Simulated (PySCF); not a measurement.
SMILES OB(/C=C\C(C)C)O, GFN2-xTB optimised geometry.

```
19

C      1.59    -1.86     1.21
C      1.07    -1.08     0.00
C      1.58    -1.71    -1.30
C     -0.42    -1.08     0.00
C     -1.21     0.00     0.00
B     -0.81     1.52     0.00
O      0.47     1.94     0.04
O     -1.77     2.49    -0.03
H      1.24    -2.89     1.17
H      1.23    -1.41     2.13
H      2.68    -1.86     1.22
H      1.43    -0.05     0.06
H      2.67    -1.73    -1.31
H      1.23    -1.14    -2.16
H      1.22    -2.73    -1.39
H     -0.86    -2.07    -0.01
H     -2.28    -0.20    -0.01
H      0.55     2.89     0.04
H     -2.68     2.19    -0.06
```

Density from PBE0/def2-SVP (PySCF) at that geometry.

Minimum of the electron density along straight lines between bonded atoms, close to the bond critical point (lines longer than 1.1 times the sum of covalent radii, or with two minima, are not listed):

```
bond    length / Å  ρ at the minimum / e bohr⁻³  ∇²ρ there / e bohr⁻⁵  position (fraction from the first atom)
------  ----------  ---------------------------  --------------------  ---------------------------------------
C1–C2        1.530                        0.241                 -0.54                                     0.50
C2–C3        1.531                        0.240                 -0.54                                     0.50
C2–C4        1.496                        0.260                 -0.62                                     0.49
C4–C5        1.332                        0.339                 -0.90                                     0.51
C5–B6        1.572                        0.182                 -0.16                                     0.68
B6–O7        1.353                        0.207                  1.16                                     0.33
B6–O8        1.369                        0.197                  1.08                                     0.33
C1–H9        1.089                        0.275                 -1.00                                     0.62
C1–H10       1.087                        0.277                 -1.01                                     0.62
C1–H11       1.088                        0.276                 -1.01                                     0.62
C2–H12       1.090                        0.282                 -1.07                                     0.64
C3–H13       1.088                        0.276                 -1.01                                     0.62
C3–H14       1.087                        0.277                 -1.02                                     0.63
C3–H15       1.089                        0.275                 -1.00                                     0.62
C4–H16       1.086                        0.281                 -1.05                                     0.63
C5–H17       1.088                        0.274                 -0.98                                     0.62
O7–H18       0.959                        0.358                 -2.42                                     0.82
O8–H19       0.955                        0.361                 -2.43                                     0.81
```
